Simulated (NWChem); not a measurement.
System: Te cation, quartet

Results from NWChem. Spin-unrestricted. Medium grid unless said otherwise, to which SCAN and Minnesota functionals are sensitive. No stability test was run on the SCF state. def2 effective core potentials on Te; no spin-orbit coupling. B3LYP is NWChem's, with the RPA form of VWN correlation. Total energies of different functionals are on different scales.

```tsv
level	energy (Ha)	highest occupied level (eV)	lowest empty minus highest occupied level, either spin (eV)	<S²>
B3LYP/def2-SVP	-267.7393	-15.40	3.60	3.75
PBE/def2-SVP	-267.6450	-14.55	2.31	3.75
MPW1K/def2-SVP	-267.7674	-16.73	6.25	3.75
M05-2X/def2-SVP	-267.6090	-17.12	6.33	3.75
PBE0/def2-SVP	-267.6669	-15.81	4.62	3.75
KT2/def2-SVP	-269.2071	___	___	3.75
BP86/def2-SVP	-267.7756	-14.62	2.13	3.75
```

Problem. Complete the blanks.

Solution. 
- KT2/def2-SVP, highest occupied level (eV): -14.73
- KT2/def2-SVP, lowest empty minus highest occupied level, either spin (eV): 2.64
